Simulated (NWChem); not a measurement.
System: SnNH₃O, singlet; SMILES [Sn]([OH])[NH2]

Input file for NWChem:

```
start job
memory heap 200 mb stack 900 mb global 1100 mb
geometry units angstroms noautoz
  Sn    -0.377638     0.022619     0.000000
  O      0.942646     1.529759     0.000000
  H      1.870809     1.268166     0.000000
  N      1.006076    -1.475020     0.000000
  H      2.016156    -1.361649     0.000000
  H      0.760739    -2.460560     0.000000
end
basis spherical
  * library def2-svp
end
ecp
  Sn library def2-ecp
end
dft
  xc becke97-2
  iterations 150
  mulliken
end
task dft energy
```

Low-valent species are run as closed-shell singlets; no triplet was tried in these runs. Geometry: optimised at PBE0/def2-SVP. def2 effective core potentials on Sn; no spin-orbit coupling.

Problem. Give the results of this calculation. (B97-2/def2-SVP with def2 effective core potentials on Sn.) Quantities: energy (Ha); highest occupied level (eV); orbital gap (eV); dipole (D).

Solution. The energy (Ha) is -346.20. The highest occupied level (eV) comes out as -6.73 and the orbital gap (eV) comes out as 5.35. The dipole (D) is 2.38.
